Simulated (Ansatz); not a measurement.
**Ligand exchange: C4H10 + InH2I → C3H7I + InH2(CH3)**

Species: C4H10 (butane) `CCCC`, singlet; InH2I `[InH2][I]`, singlet; C3H7I (1-iodopropane) `CCCI`, singlet; InH2(CH3), singlet. The partners trade CH3 for I: C–CH3 and In–I bonds give way to C–I and In–CH3.

Shapes, held fixed at every level: PBE0-D4/def2-TZVP. Flexible molecules stand in one conformer, not always the lowest. Programs: Ansatz 0.2.0. Electronic energies: no zero-point or thermal term.

**Question.** Estimate ΔE of this reaction.

**Answer.** The highest level, CCSD(T)/def2-TZVPP, gives ΔE = +168.9 kJ/mol; the levels span +168.6 to +208.4. The column of differences is taken from that level and isn't an error. No measured value is set beside it here. For atoms past krypton def2 sets carry core potentials with scalar relativity. Outer-core shells of I, In are correlated, in sets that cover them unevenly.

```csv
level,kind,ΔE (kJ/mol),less CCSD(T)/def2-TZVPP
HF/def2-TZVPP,Hartree–Fock,+208.4,+39.5
PBE-D4/def2-TZVPP,GGA,+169.2,+0.3
PBE0-D4/def2-TZVPP,global hybrid,+179.6,+10.7
B2PLYP/def2-TZVPP,double hybrid,+177.0,+8.1
MP2/def2-TZVPP,perturbation theory,+168.6,-0.3
CCSD/def2-TZVPP,coupled cluster or CI,+174.4,+5.5
CCSD(T)/def2-TZVPP,coupled cluster or CI,+168.9,0.0
```
